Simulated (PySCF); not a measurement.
Work out the structure from these simulated measurements.

Elements present: B, C, H and N. Monoisotopic mass: 121.1063 u.

* Valence photoelectron: vertical ionisation energy: 9.19 eV [ΔSCF PBE0/def2-SVPD]
* NMR, other nuclei: isotropic shieldings of nuclei other than C and H, by class: 114 (1 B), -36 (1 N) ppm [GIAO CAM-B3LYP/pcSseg-1]
* UV, first state: lowest singlet excitation: 4.49 eV (276 nm, f = 0.144) [TDDFT PBE0/def2-SVPD]
* Rotational structure: rotational constants A, B, C: 2.883, 1.165, 0.896 GHz [PBE0-D3(BJ)/def2-SVP]
* Dipole: 6.96 D [PBE0/def2-SVPD]
* Polarisability: 110.3 au [PBE0/def2-SVPD]
* Triplet: lowest triplet excitation (Tamm–Dancoff): 3.62 eV [TDA PBE0/def2-SVPD]
* 1H NMR: chemical shifts (computed TMS as zero) by class: 8.80 (1 H), 8.76 (1 H), 7.62 (1 H), 7.28 (1 H), 3.05 (3 H), 2.49 (2 H), 1.22 (3 H) ppm [GIAO CAM-B3LYP/pcSseg-1]
* 13C NMR: chemical shifts (computed TMS as zero) by class: 158.7 (1 C), 156.0 (1 C), 150.9 (1 C), 147.7 (1 C), 132.3 (1 C), 30.1 (1 C), 20.5 (1 C) ppm [GIAO CAM-B3LYP/pcSseg-1]

Gas-phase values; electronic properties from PySCF, density fitting. Levels stand in brackets. One conformer (not necessarily the lowest) at the PBE0-D3(BJ)/def2-SVP geometry, without solvent, vibrations or thermal averaging. NMR classes are plain means over equivalent atoms (diastereotopic ones count apart unless rotation or inversion swaps them), as if these changed places fast.

Q: Which formula fits the mass and the elements?

A: C7H12BN (calculated 121.1063). No other formula that holds each of these elements comes within 0.0003 u with a fitting electron parity and a possible valence count.

Q: Give a SMILES that accounts for the data.

A: Numbering: `[BH3-:1][n+:2]1[cH:3][cH:4][cH:5][c:6]([CH2:7][CH3:8])[cH:9]1`. 7 carbons fall into 7 classes; from least to most shielded: aromatic CH next to a ring nitrogen [C9] (158.7 ppm), aromatic CH next to a ring nitrogen [C3] (156.0 ppm), substituted aromatic carbon [C6] (150.9 ppm), aromatic CH carbon [C5] (147.7 ppm), aromatic CH carbon [C4] (132.3 ppm), benzylic-type carbon [C7] (30.1 ppm), methyl carbon [C8] (20.5 ppm). Hydrogen classes from least to most shielded: 1 H on an aromatic CH next to a ring nitrogen, C9 (8.80 ppm), 1 H on an aromatic CH next to a ring nitrogen, C3 (8.76 ppm), 1 H on an aromatic CH carbon, C5 (7.62 ppm), 1 H on an aromatic CH carbon, C4 (7.28 ppm), 3 H on a four-coordinate boron, B1 (3.05 ppm), 2 H on a benzylic-type carbon, C7 (2.49 ppm), 3 H on a methyl carbon, C8 (1.22 ppm). The other shieldings belong to: 114 ppm, four-coordinate boron [B1]; -36 ppm, nitrogen bonded to B and 2 C [N2]. S1 is mainly HOMO→LUMO (weight 0.98); the largest Löwdin shares of the orbital it empties are 0.36 on the four-coordinate boron, 0.26 on a B–H hydrogen, 0.09 on a B–H hydrogen and 0.09 on the nitrogen bonded to B and 2 C, of the orbital it fills 0.23 on an aromatic CH carbon, 0.22 on the nitrogen bonded to B and 2 C, 0.12 on an aromatic CH next to a ring nitrogen and 0.10 on an aromatic CH carbon. The optimised geometry has point group C1 and is an asymmetric top. Structure: `c1[n+]([BH3-])cc(cc1)CC`. Computed isomers that give other values at the same levels: `CC[BH2-][n+]1ccccc1` (rotational constant A: 4.239 GHz; this holds for the one conformer computed); `CC#C[BH2-][N+]#CCCC` (13C chemical shifts (computed TMS as zero) by class: 120.1 (1 C), 97.5 (1 C), 94.5 (1 C), 22.1 (1 C), 19.3 (1 C), 15.4 (1 C), 4.6 (1 C) ppm); `N#CCB1CCCCC1` (rotational constant A: 3.420 GHz; this holds for the one conformer computed). The assignments are read from this structure; whether some other isomer fits the data as well wasn't checked.

The values belong to the conformer `[BH3-:1][n+:2]1[cH:3][cH:4][cH:5][c:6]([CH2:7][CH3:8])[cH:9]1`: C5–C6–C7–C8 89°.
